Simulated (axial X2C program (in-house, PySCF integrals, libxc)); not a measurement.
## Density and ELF of MoS

Calculated with an in-house relativistic program for diatomic molecules. Two-component (2c) means X2C with spin–orbit coupling and atomic mean-field two-electron Coulomb and Gaunt terms. Basis: Mo dyall-cv3z [11s12p9d5f3g], S dyall-av3z [9s8p3d2f] (cores contracted in-house); Gaussian nuclei, density fitting, unrestricted open shells. Masses: Mo 97.905 u, S 31.972 u.

PBE0, with spin–orbit coupling, state Ω = 1 (⟨Sz⟩ = 2.00, ⟨Lz⟩ = -1.00 at PBE0); Mo at z = 0, S at z = 2.139 Å.

The maps cover the half plane through the axis: z from -2.4 to 4.5 Å along the bond, ρ from 0.15 to 2.25 Å away from it (steps of 0.3 Å, the bottom row nearest the axis).

log10 of the density in e/bohr³:

digits 0 to 9 span -4.60 to 1.66 evenly
```
011122222222222222211000
111223333333333332221100
112233334333333333322110
122334444444444444332211
122334555554455555443221
122345566655555555543321
123345677765566666544321
123345789866667976554321
```

Electron localisation function (collinear form, no current term, damped to 0 at low density):

digits 0 to 9 span 0.00 to 1.00 evenly
```
000123333321111111000000
001234444322222332210000
001234443322344554421000
001233444322466777642100
000122344322578888764200
000012467632687788875310
000013763663671017886410
000015725273653772887410
```

Axial spin density in 10⁻³ e/bohr³:

digits 0 to 9 span -14.22 to 14.22 evenly, values beyond are clipped
```
555555555555555555555555
555555566655555444455555
555556777765554444444455
555567999986544444444445
555579999997543344444444
555579999999521233444444
555579999999510233344444
555579999999404053344444
```

One determinant describes the state; a PBE0 search over occupations chose it and may have missed a lower one. Density functionals use the spin component along the axis (collinear). The functionals have no current-density term, which raises determinants with orbital currents, atoms included. With several unpaired electrons one determinant need not be a pure state. Open-shell Ω = 0 determinants with evenly filled partner blocks cannot be reached by this program, so the Ω shown need not be the lowest component. The determinant is spin-polarised beyond a pure state at some levels (its spin-free form has ⟨S²⟩ too high), which makes Re and μ there less reliable.
